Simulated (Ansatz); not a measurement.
Consider the ligand exchange at the Si–N bond: `BN(B)[SiH2]C` + `O[AsH2]` → `C[SiH2][AsH]O` + `BNB`.

Isolated molecules relaxed with PBE0-D4/def2-TZVP in Ansatz; ΔE leaves out vibrations. CCSD(T)/CBS is the MP2 limit (def2-TZVPP, def2-QZVPP) plus CCSD(T) − MP2 in def2-TZVPP, frozen cores. DFT in def2-TZVPP. For As outer-core shells are correlated without core-valence functions, which leaves a few kJ/mol of doubt a bond. Scalar relativity is left out up to krypton. One conformer a species, not always the lowest.

```csv
level,ΔE (kJ/mol),difference from CCSD(T)/CBS
PBE-D4,-11.0,-17.1
r2SCAN-D4,-0.8,-6.9
PBE0-D4,-5.8,-11.9
ωB97X-V,4.3,-1.8
B2PLYP,2.8,-3.3
PBE0,-7.2,-13.3
HF/def2-TZVPP,12.7,6.6
MP2/def2-TZVPP,8.7,2.6
SCS-MP2/def2-TZVPP,11.2,5.1
MP2/CBS(def2),7.0,0.9
CCSD(T)/CBS,6.1,0
```

Largest T1 diagnostic among the species: 0.012.

From PBE to PBE0 (25 % exact exchange), in def2-TZVPP and without D4, ΔE moves by +5.6 kJ/mol. In def2-TZVPP, CCSD(T) changes the Hartree–Fock value by −4.9 kJ/mol (the triples alone add −0.9 kJ/mol) and MP2 by −3.9 kJ/mol.

CCSD(T)/CBS has its own doubt, a few kJ/mol and more with outer-core shells, so smaller differences from it don't rank the levels.
